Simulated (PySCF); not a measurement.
**Question.** What does the HF/def2-SV(P) structure of `COC(/C=C\C=O)=C/N` look like in three dimensions?

**Answer.** 
Z-matrix in Å and degrees, rows numbered from 1:
```
C 
O   1  1.3881
C   2  1.3586  1  121.16
C   3  1.4642  2  114.00  1   179.60
C   4  1.3376  3  131.11  2    -0.54
C   5  1.4828  4  129.75  3    -0.08
O   6  1.1893  5  121.16  4  -178.82
C   3  1.3396  2  123.38  1    -1.04
N   8  1.3924  3  128.25  2  -176.60
H   1  1.0884  2  106.72  3  -179.58
H   1  1.0942  2  111.62  3    61.61
H   1  1.0945  2  111.59  3   -60.82
H   4  1.0821  3  114.11  2   179.08
H   5  1.0842  4  117.67  3  -179.97
H   6  1.0919  5  117.86  4     1.20
H   8  1.0800  3  119.11  2    -0.48
H   9  1.0016  8  113.61  3  -151.24
H   9  1.0003  8  117.00  3   -20.07
```

Of the pairs four or more bonds apart, O2···H15 is among the closest relative to their van der Waals radii: 2.27 Å, 83 % of the sum of Bondi's values. The 4 C–C bonds span 1.338 Å (C4=C5, drawn double) to 1.483 Å (C5–C6, drawn single), a spread of 0.145 Å. O2 (ether oxygen) is bent (angle 121.2°). The 9 heavy atoms lie in one plane (0.012 Å rms).

Method: PySCF 2.14.0, HF/def2-SV(P) geometry optimisation, gas phase.

No frequency check. One conformer, not necessarily the lowest (C1–O2–C3–C4 180°, O2–C3–C4–C5 -1°, C4–C5–C6–O7 -179°).
